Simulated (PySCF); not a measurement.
PBE on Ga⁻ (gallium, charge -1), [Ar] 3d10 4s2 4p2, high-spin 3P determinant. All numbers are calculated (PySCF 2.14, scalar relativity by spin-free X2C-1e, in x2c-TZVPPall with one added diffuse shell each of s, p, d type (7s6p5d1f, 57 functions)).

```
cycle= 1 E= -1943.55294315246  delta_E= -0.00853  |g|= 0.304  |ddm|= 0.282
cycle= 2 E= -1943.53267516044  delta_E= 0.0203  |g|= 0.479  |ddm|= 0.267
cycle= 3 E= -1943.56508842564  delta_E= -0.0324  |g|= 0.0188  |ddm|= 0.202
cycle= 4 E= -1943.565585055  delta_E= -0.000497  |g|= 0.000737  |ddm|= 0.0696
cycle= 5 E= -1943.56558550769  delta_E= -4.53e-07  |g|= 0.000268  |ddm|= 0.00172
cycle= 6 E= -1943.5655855839  delta_E= -7.62e-08  |g|= 2.21e-05  |ddm|= 0.000993
cycle= 7 E= -1943.56558558407  delta_E= -1.73e-10  |g|= 3.97e-07  |ddm|= 2.77e-05
converged SCF energy = -1943.56558558407  <S^2> = 2.0015612  2S+1 = 3.0010406
```

Highest occupied orbital energy: 1.439 eV; ⟨L²⟩ = 2.00; populations by l: s 8.00, p 14.00, d 10.00, f 0.00.

**Question.** Can this result be used?

**Answer.** With care. Self-consistency was reached. At PBE the highest occupied level has a positive energy, so only the finite basis holds that electron; in a semilocal or global hybrid functional this comes from self-interaction and does not mean that the real anion is unbound.
